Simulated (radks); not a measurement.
Results of a calculation; reference values are marked as such.
Cu1.75+, 27.25 electrons, occupied as [Ar] 3d7.75 4p1.5 (fractional occupations, a model configuration). Level of theory: scalar-relativistic Kohn-Sham, PBE, spin-unpolarised, spherical densities, finite nucleus; Fermi nuclear charge, rms radius 3.8823 fm (a radial shooting solver on a logarithmic mesh with Libxc functionals). Some entries of the table are withheld. Estimate them.

| orbital | occ. | eigenvalue (hartree) | <r^2> (bohr^2) | <r> (bohr) |
|---|---|---|---|---|
| 1s | 2 | -326.5651 | 0.003656 | 0.05213 |
| 2s | 2 | -40.38293 | (1) | 0.2352 |
| 2p | 6 | (2) | 0.05229 | 0.2065 |
| 3s | 2 | -5.49255 | 0.5718 | 0.7041 |
| 3p | 6 | -3.91483 | (3) | 0.7348 |
| 3d | 7.75 | -1.38154 | 0.9355 | 0.8553 |
| 4p | 1.5 | -0.60614 | 7.787 | 2.610 |

Answer. 
(1) 2s <r^2> (bohr^2): 0.06528
(2) 2p eigenvalue (hartree): -35.03164
(3) 3p <r^2> (bohr^2): 0.6354
